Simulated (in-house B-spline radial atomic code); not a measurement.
Inner levels of krypton as electrons are removed. A shift is the extra binding of the orbital against the neutral atom ([Ar] 3d10 4s2 4p6). The density at the nucleus is averaged over the nuclear charge. Computed with a B-spline radial code for spherical atoms: Dirac-Hartree-Fock, jj configuration that fills j = l - 1/2 first, finite nuclei.

A number in brackets counts the electrons of a j subshell.

```tsv
ion	configuration	shift of 1s1/2 (eV)	radius of 1s1/2 (bohr)	Σ<r²> (bohr²)	change of density at nucleus (bohr⁻³)
Kr20+	[Ne] 3s2 3p1/2(2) 3p3/2(2)	824.99	0.04147	1.7017	273.69
Kr21+	[Ne] 3s2 3p1/2(2) 3p3/2(1)	?	?	?	?
Kr22+	[Ne] 3s2 3p1/2(2)	973.57	0.041457	1.1804	363.01
Kr23+	[Ne] 3s2 3p1/2(1)	1051.86	0.04145	0.9418	404.87
Kr24+	[Ne] 3s2	?	?	?	?
Kr25+	[Ne] 3s1	1208.65	0.041439	0.48195	-64.357
Kr26+	[He] 2s2 2p6	?	?	?	?
Kr27+	[He] 2s2 2p1/2(2) 2p3/2(3)	1480.47	0.041397	0.22268	-463.76
Kr28+	[He] 2s2 2p1/2(2) 2p3/2(2)	1678.58	0.041356	0.18897	-322.35
Kr29+	[He] 2s2 2p1/2(2) 2p3/2(1)	1881	0.041314	0.15698	-176.88
Kr30+	[He] 2s2 2p1/2(2)	2087.7	0.041269	0.12659	-27.331
Kr31+	[He] 2s2 2p1/2(1)	2304.36	0.041219	0.098627	104.36
Kr32+	[He] 2s2	2525.67	0.041166	0.07212	238.68
Kr33+	[He] 2s1	2716.82	0.041161	0.03777	-2300.06
Kr34+	1s2	2910.72	0.041134	0.0045449	-4934.76
Kr35+	1s1	3534.42	0.040692	0.002221	-26185.2
```

**Question.** Fill in the row of Kr21+.

**Answer.** shift of 1s1/2 (eV): 898.36; radius of 1s1/2 (bohr): 0.041464; Σ<r²> (bohr²): 1.435; change of density at nucleus (bohr⁻³): 317.59.

**Question.** Fill in the row of Kr24+.

**Answer.** shift of 1s1/2 (eV): 1132.11; radius of 1s1/2 (bohr): 0.041442; Σ<r²> (bohr²): 0.7141; change of density at nucleus (bohr⁻³): 448.

**Question.** Fill in the row of Kr26+.

**Answer.** shift of 1s1/2 (eV): 1286.67; radius of 1s1/2 (bohr): 0.041436; Σ<r²> (bohr²): 0.25822; change of density at nucleus (bohr⁻³): -601.13.
